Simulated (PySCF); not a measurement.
Species, as SMILES: [C]=C=[C] (closed-shell singlet).
Geometry (B3LYP-D3(BJ)/def2-TZVP, fixed):
```xyz
3

C      0.0000     0.0000    -1.2873
C      0.0000     0.0000     0.0000
C      0.0000     0.0000     1.2873
```

Basis-set convergence of the isotropic shielding of C2 at PBE with PySCF. GIAO, no density fitting; atoms are numbered in the order shown. All functions are spherical. No added dispersion term, no relativity. Reference: the value in pcseg-3, 32.27 ppm, itself unsure by roughly 1.27 ppm (its distance from pcSseg-2).

```
basis            functions  isotropic shielding of C2 (ppm)
---------------  ---------  -------------------------------
STO-3G                  15                           107.98
3-21G                   27                            66.66
6-31G**                 42                            56.35
cc-pVDZ                 42                            54.58
def2-SVP                42                            56.55
pcseg-1                 42                              ___
pcSseg-1                51                            35.68
6-31+G*                 54                            57.72
6-311G**                54                              ___
6-311+G**               66                            39.66
aug-pcseg-1             69                            50.83
pcseg-2                 90                              ___
def2-TZVPP              93                            38.99
def2-TZVPPD            111                            38.50
jun-cc-pV(T+d)Z        117                            39.59
cc-pCVTZ               129                              ___
aug-pcseg-2            138                            34.13
def2-QZVPPD            189                            35.14
```

Task: Fill in the missing entries.

Result: 
- pcseg-1, isotropic shielding of C2 (ppm): 46.18
- 6-311G**, isotropic shielding of C2 (ppm): 41.57
- pcseg-2, isotropic shielding of C2 (ppm): 35.01
- cc-pCVTZ, isotropic shielding of C2 (ppm): 35.30
